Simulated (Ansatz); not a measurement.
`BS[SiH2][SiH2][SiH3]` + H₂ → `BS[SiH3]` + `[SiH3][SiH3]` at 600 K and 1 bar (hydrogenolysis of the Si–Si bond).

Computed with Ansatz on PBE0-D4/def2-TZVP structures; ΔE is electronic, products minus reactants. CCSD(T)/CBS is the MP2 limit (def2-TZVPP, def2-QZVPP) plus CCSD(T) − MP2 in def2-TZVPP, frozen cores. This one scheme is used for every species. Each species was taken in one conformer, which may not be the lowest.

```csv
species,CCSD(T)/CBS energy (Eh),H − E (kJ/mol),S (J/(mol·K))
`BS[SiH2][SiH2][SiH3]`,-1295.24641,306.0,553.2
H₂,-1.17544,43.9,150.8
`BS[SiH3]`,-714.68055,173.8,379.2
`[SiH3][SiH3]`,-581.74359,174.5,343.9
```

H − E and S are ideal-gas, rigid-rotor, harmonic terms from PBE0-D4/def2-TZVP, for one conformer and one mirror image of each species. The MP2-based limit puts H₂ 0.8 mEh under its directly extrapolated value; such offsets cancel only in part. 1 Eh = 2625.50 kJ/mol, R = 8.31446 J/(mol·K).

Problem. By hand: ΔE, ΔH, ΔS and ΔG.

Solution. ΔE = (-714.68055) + (-581.74359) − (-1295.24641) − (-1.17544) = -0.00229 Eh = -6.0 kJ/mol. Δ(H − E) = 173.8 + 174.5 − 306.0 − 43.9 = -1.6, so ΔH = -7.6 kJ/mol. ΔS = 379.2 + 343.9 − 553.2 − 150.8 = 19.1 J/(mol·K). ΔG = -7.6 − 600 × (19.1)/1000 = -19.1 kJ/mol.

Problem. By hand: the equilibrium constant, and the temperature at which ΔG would vanish if ΔH and ΔS stayed fixed.

Solution. log₁₀ K = −ΔG/(RT ln 10) = 1.7. ΔH and −TΔS have one sign here, so there is no such temperature.

TΔS isn't small against ΔH here. A doubt of 5 kJ/mol in ΔE shifts log₁₀ K by 0.4 here. Other conformers and mirror images would add mixing entropy, several J/(mol·K) or more a flexible species. Modes under 60 cm⁻¹, often nearly free rotors, make the harmonic entropy too high. These are equilibria of isolated gas molecules and say nothing of rates. Largest T1 diagnostic: 0.015 (customary marks: 0.02 for closed shells, 0.045 for open ones).
